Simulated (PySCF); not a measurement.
Working out the ionisation energy of Ge

Ge [Ar] 3d10 4s2 4p2 (3P) → Ge+ [Ar] 3d10 4s2 4p1 (2P). All numbers are calculated (PySCF 2.14, the spin-free X2C one-electron Hamiltonian (Gaussian nucleus), in ANO-RCC-VTZP). Frozen: [Ne]. Energies in hartree (1 hartree = 27.21139 eV):

```csv
part,Ge (lower),Ge+ (upper)
UHF,-2097.054920,-2096.782830
CCSD correlation,-0.596128,-0.584640
(T),-0.007063,-0.006699
```

What does Hartree-Fock give?

(-2096.782830) − (-2097.054920) = 0.272090 hartree = 7.404 eV.

What do CCSD and CCSD(T) give?

The CCSD correlation energies differ by 0.011488 hartree = 0.313 eV and the triples by 0.000364 hartree = 0.010 eV, so CCSD gives 7.717 eV and CCSD(T) 7.727 eV.

Measured between the centres of the two terms (NIST): 7.925 eV, so CCSD(T) (valence and next inner shell) is off by -0.198 eV.

What remains against the reference includes basis incompleteness, the frozen core and higher excitations.
